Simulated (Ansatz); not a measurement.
Molecule: trimethyl(trifluoromethyl)germane, C$_{4}$H$_{9}$F$_{3}$Ge, charge 0, multiplicity 1. SMILES: F[C](F)(F)[Ge]([CH3])([CH3])[CH3]
Structure (B3LYP-D3(BJ)/def2-TZVP (Ansatz, a first-principles code) minimum search):
```xyz
17

C      0.0405     2.2171    -0.4402
Ge    -0.1341     0.4995     0.4858
C      1.2079     0.2612     1.8930
C     -1.9579     0.1652     1.1181
C      0.2487    -0.9267    -0.9012
F     -0.6166    -0.8786    -1.9477
F      0.1620    -2.1831    -0.3914
F      1.4950    -0.8145    -1.4308
H      1.0474     2.3300    -0.8408
H     -0.1538     3.0368     0.2520
H     -0.6725     2.2779    -1.2618
H      2.2105     0.3815     1.4837
H      1.0608     1.0018     2.6796
H      1.1248    -0.7333     2.3303
H     -2.0292    -0.8290     1.5583
H     -2.6635     0.2336     0.2907
H     -2.2331     0.9019     1.8733
```

Quantity: atomisation energy (electronic, to ground-state atoms), in kcal/mol. Cores are frozen in the correlated levels unless marked. Open shells are spin-unrestricted. No spin-orbit coupling. Frozen are the shells of the preceding noble gas and the d and f shells that filled before the atom's block. Non-relativistic. The coupled-cluster limit lacks core correlation, which all-electron functionals hold. CBS(X,Y): correlation extrapolated as X^-3; Hartree-Fock from the larger set. The bracket is a focal-point correction in the basis named.

| level | program | atomisation energy (kcal/mol) |
|---|---|---|
| HF/STO-3G | Ansatz | 1397.9 |
| HF/6-31G | Ansatz | 1048.0 |
| PBE0/def2-TZVP | Ansatz | 1537.1 |
| BHLYP-D3(BJ)/def2-TZVPD | Ansatz + dftd3 | 1488.2 |

**Question.** Estimate the value at RI-MP2/CBS(aug-cc-pVTZ,aug-cc-pVQZ)+[CCSD(T)-MP2]/aug-cc-pVTZ as computed with Ansatz.

**Answer.** 1540.4 kcal/mol
